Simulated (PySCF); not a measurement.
## How the functional moves excitation energies

Species: C5H10Si.
Atom-mapped SMILES: `[CH2:1]1[CH2:2][CH:3]1[SiH:4]1[CH2:5][CH2:6]1` (hydrogens: H7, H8 on C1; H9, H10 on C2; H11 on C3; H12 on Si4; H13, H14 on C5; H15, H16 on C6)

Linear-response calculations in the def2-SVPD basis (PySCF; singlets by full response, triplets Tamm–Dancoff, core orbitals frozen in the response; HF means time-dependent Hartree–Fock). 'Strongest' is the level of largest summed f among the singlets computed (10 roots, of which the last may lack a degenerate partner); it can jump between rows when another state enters that window. S1 is the lowest singlet of each run and needn't be the same state throughout; f(S1) is that of one state. Isolated species at its PBE0-D3(BJ)/def2-SVP geometry (one conformer only).

| functional | kind | S1 (eV) | f(S1) | strongest (eV) | T1 (eV) | HOMO (eV) | gap (eV) | ionisation energy, ΔSCF (eV) |
| --- | --- | --- | --- | --- | --- | --- | --- | --- |
| LDA | LDA | 5.58 | 0.013 | 5.82 | 4.98 | -5.52 | 5.27 | 8.44 |
| PBE | GGA | 5.59 | 0.012 | 5.78 | 4.89 | -5.39 | 5.29 | 8.27 |
| PBE0 | global hybrid, 25% exact exchange | 6.25 | 0.013 | 6.31 | 5.18 | -6.50 | 7.16 | 8.44 |
| BHandHLYP | global hybrid, 50% exact exchange | 6.52 | 0.004 | 6.62 | 5.44 | -7.51 | 8.79 | 8.44 |
| CAM-B3LYP | range-separated hybrid | 6.38 | 0.003 | 6.52 | 5.38 | -7.81 | 9.24 | 8.55 |
| wB97X-D | range-separated hybrid | 6.62 | 0.134 | 6.64 | 5.50 | -8.34 | 10.61 | 8.52 |
| LC-wPBE | range-separated hybrid | 7.02 | 0.057 | 7.04 | 5.57 | -9.13 | 11.64 | 8.66 |
| HF | Hartree–Fock | 7.12 | 0.002 | 7.24 | 5.65 | -9.06 | 11.83 | not settled |

**Question.** What does B3LYP (global hybrid, 20% exact exchange) give?

**Answer.** S1 (eV) 6.05, f(S1) 0.008, strongest (eV) 6.11, T1 (eV) 5.15, HOMO (eV) -6.31, gap (eV) 6.71, ionisation energy, ΔSCF (eV) 8.45. S1 runs from 5.58 eV (LDA) to 7.12 eV (HF), a spread of 1.54 eV, while the orbital gap spreads over 6.6 eV. Along PBE (0%), B3LYP (20%), PBE0 (25%), BHandHLYP (50%), HF (100%) S1 rises with the share of exact exchange. −ε(HOMO) comes closest to its own ΔSCF ionisation energy with wB97X-D (-0.18 eV) and misses most with LDA (-2.92 eV). 'Not settled' means that the ion's SCF failed to converge or may have ended in another state than the lowest.
